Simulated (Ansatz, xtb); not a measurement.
Two conformers of BH5O4Si

Structure I is `OBO[SiH](O)O`, a singlet and structure II is `OBO[SiH](O)O`, a singlet. Both are isolated molecules in the gas phase, relaxed with PBE0-D4/def2-SVP.

I (Å):

```xyz
11

B    -1.9121   -0.7632   -0.3222
O    -3.1216   -1.3584   -0.3890
O    -1.7276    0.3562    0.4263
O     0.9746    0.4287    0.4801
O    -0.3962    1.8461    2.2765
Si   -0.3941    1.3211    0.7228
H    -3.7750   -0.8862    0.1421
H    -1.0133   -1.2703   -0.9630
H    -0.5075    2.5188   -0.1316
H     0.9598   -0.2246   -0.2261
H    -0.0920    1.2269    2.9469
```

II (Å):

```xyz
11

B    -0.4829    0.6519    1.3989
O    -0.4033    1.9917    1.5105
O    -0.6310    0.0184    0.1829
O    -0.6394    2.2150   -1.2811
O     0.7401    0.1618   -2.1966
Si   -0.6341    0.5529   -1.3746
H    -0.4614    2.4279    0.6430
H    -0.4281   -0.0247    2.3970
H    -1.8344    0.0039   -2.0441
H    -0.2152    2.6995   -1.9963
H     0.8742   -0.7535   -2.4581
```

Question: Which of the two would you expect CCSD(T)/def2-SVP + ΔMP2/def2-TZVPP electronic energies to favour?

Answer: CCSD(T)/def2-SVP + ΔMP2/def2-TZVPP gives E(II) − E(I) = −0.041 eV, slightly favouring structure II, which is too small a margin to settle the true order.

The same difference at several levels:

| level | geometry | E(II) − E(I) (eV) | departure from the last row (eV) | job, with rough time for the two |
| --- | --- | --- | --- | --- |
| PBE0-D4/def2-SVP | PBE0-D4/def2-SVP | −0.075 | −0.034 | optimisation, 88 s |
| HF/def2-SVP | PBE0-D4/def2-SVP | −0.030 | +0.011 | part of the CCSD(T) run |
| MP2/def2-SVP | PBE0-D4/def2-SVP | −0.049 | −0.008 | part of the CCSD(T) run |
| CCSD(T)/def2-SVP | PBE0-D4/def2-SVP | −0.050 | −0.008 | single point |
| CCSD(T)/def2-SVP + ΔMP2/def2-TZVPP | PBE0-D4/def2-SVP | −0.041 |  | single point, 46 s |

The largest departure from CCSD(T)/def2-SVP + ΔMP2/def2-TZVPP is that of PBE0-D4/def2-SVP, 0.034 eV. Levels run at GFN2-xTB geometries aren't shown. The last row adds to CCSD(T) the change of the MP2 difference between the two basis sets, here +0.008 eV.

With thermal terms from frequencies at re-optimised GFN2-xTB minima (ideal gas, soft modes damped towards free rotors, one conformer each, 298.15 K, 1 atm): on the last row, ΔE + ΔZPE = −0.023, ΔH = −0.035, ΔG = +0.002 eV.

The correlated steps freeze 10 core orbitals. Programs: Ansatz 0.2.0, xtb 6.7.1; the last row on 2 threads of Arm Neoverse V1 on a shared host.
